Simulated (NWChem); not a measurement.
# C2H2F2OSi; SMILES C1[Si](F)(F)OC=1

```xyz
8

F      0.0297    -1.3061    -1.2711
Si     0.0945    -0.3355     0.0000
F      0.0297    -1.3061     1.2711
C      1.0758     1.1898     0.0000
C     -0.1437     1.7728     0.0000
O     -1.1564     0.8372     0.0000
H      2.0630     1.6415     0.0000
H     -0.4538     2.8239     0.0000
```
Atoms are numbered in this order, from 1.

Computed with NWChem. Pople sets run with spherical d functions. Geometry: optimised at PBE0/def2-SVP. Level: PBE/6-31G* with SMD (1 M gas to 1 M solution), gas-phase geometry. Reactions with the solvent are ignored.

Problem. What does the run give for solvent cyclohexane? Quantities: solvation free energy (kcal/mol); cavity-dispersion-structure term (kcal/mol); dipole in solution (D).

Solution. 
```
Quantity                                     Value
-------------------------------------------  -----
solvation free energy (kcal/mol)              -1.3
cavity-dispersion-structure term (kcal/mol)    0.3
dipole in solution (D)                        2.43
```
